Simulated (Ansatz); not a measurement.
```xyz
8

O     1.165   -1.428    0.373
B     1.210   -0.330   -0.382
Sn   -0.731    0.827   -0.188
F    -1.360   -0.572    1.059
H     0.320   -1.515    0.851
H     2.183   -0.085   -1.030
H    -0.862    2.264    0.725
H    -1.924    0.840   -1.409
```

Total charge 0; spin multiplicity 1. Sn takes the def2 core potential.

(1) List the CAM-B3LYP/def2-TZVPP orbital energies in eV (the Gaussian-basis code of Ansatz). (Best estimate.)

Results:

(1) Ansatz gave: Occupied: -672.08, -523.63, -187.06, -141.23, -96.22, -96.08, -96.03, -32.95, -30.93, -30.28, -30.22, -30.18, -30.12, -29.91, -17.99, -16.61, -14.23, -13.51, -12.84, -12.53, -12.35, -12.06, -10.62, -9.21. Lowest empty: -0.32, -0.23, 1.08, 1.92, 2.51, 2.80, 3.21, 3.53.
